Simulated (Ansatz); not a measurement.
Total energies of [Cu(OH)2]- (CuO₂H₂⁻) from Ansatz at PBE-D4/def2-TZVPD, gas phase (1 Eh = 27.2114 eV = 2625.5 kJ/mol). The reference geometry is relaxed at r2SCAN-D4/def2-TZVPD.

```json
{"state": "charge -1 singlet", "geometry": "reference", "energy (Eh)": "-1791.94682"}
{"state": "charge 0 doublet", "geometry": "reference", "energy (Eh)": "-1791.84483"}
{"state": "charge 0 doublet", "geometry": "relaxed at r2SCAN-D4/def2-TZVPD", "energy (Eh)": "-1791.85976"}
```

Work out the vertical ionisation energy to the doublet.

E(charge 0 doublet) − E(charge -1 singlet) = -1791.84483 − (-1791.94682) = 0.10199 Eh = 2.78 eV. For comparison, −ε of the highest occupied level is -0.72 eV at this level, 3.50 eV less.

How much does the charge 0 doublet relax, and what is the adiabatic ionisation energy?

Relaxation: -1791.84483 − (-1791.85976) = 0.01493 Eh = 0.41 eV. Adiabatic ionisation energy: 0.08706 Eh = 2.37 eV, without zero-point energy. 

At PBE-D4/def2-TZVPD the highest occupied level of the charge -1 singlet lies above zero (up to 0.72 eV). By energy differences its removal costs 2.78 eV (vertical, to the charge 0 doublet, at PBE-D4/def2-TZVPD), and other spins of that charge weren't run; a positive level beside a positive removal energy at the same level points to self-interaction error. At PBE-D4/def2-TZVPD the gap within one spin of the charge 0 doublet nearly closes, so an electron or hole may be smeared out by delocalisation error.
